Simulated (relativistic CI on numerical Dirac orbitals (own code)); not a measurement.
Nb3+: M2,3 absorption edge

Computed with this model: Dirac-Coulomb-Breit CI, orbitals from a KLI potential per configuration, model QED (radiative potential, 1s self-energy scaled to tabulated hydrogen-like ionisation energies), valence Slater integrals scaled by 0.9, multiplet model of core-to-valence dipole absorption; configurations [Kr] 4d2 → [Ne] 3s2 3p5 3d10 4s2 4p6 4d3; 300 K; Lorentzian 3 eV and Gaussian 0.4 eV FWHM. Energies are those of the free ion, without screening or charge transfer. The branching ratio is the share of the lower-energy edge in the whole absorption, uncertain by about 0.02 where the edges overlap. S is read from ⟨S²⟩ = S(S + 1).

Field parameters in Wybourne normalisation: D3d B²₀ = −7Dσ, B⁴₀ = −14Dq − 21Dτ, B⁴₃ = −14√(10/7) Dq. The field is a parameter set, without covalency.

Computed curve for free ion, scaled to 100 at the maximum (points under 2 are left out and the grid is thinned):

(Energy (eV), Intensity): (356.5, 2.1), (357.5, 2.5), (358.5, 3.0), (359.0, 3.4), (360.0, 4.2), (361.0, 5.5), (362.0, 7.4), (362.5, 8.7), (363.5, 12.8), (364.5, 20.2), (365.5, 35.3), (366.0, 47.7), (367.0, 79.6), (368.0, 100.0), (369.0, 81.8), (370.0, 49.6), (370.5, 38.1), (371.5, 23.0), (372.5, 15.0), (373.5, 10.4), (374.0, 8.8), (375.0, 6.7), (376.0, 5.6), (377.0, 5.0), (377.5, 4.9), (378.5, 5.0), (379.5, 6.0), (380.5, 8.3), (381.5, 13.4), (382.0, 17.0), (383.0, 21.6), (384.0, 21.8), (385.0, 18.5), (385.5, 15.1), (386.5, 9.5), (387.5, 6.6), (388.5, 4.8), (389.0, 4.0), (390.0, 2.8), (391.0, 2.0)

The ground state has S = 0.99, and the centroid lies at 371.29 eV.
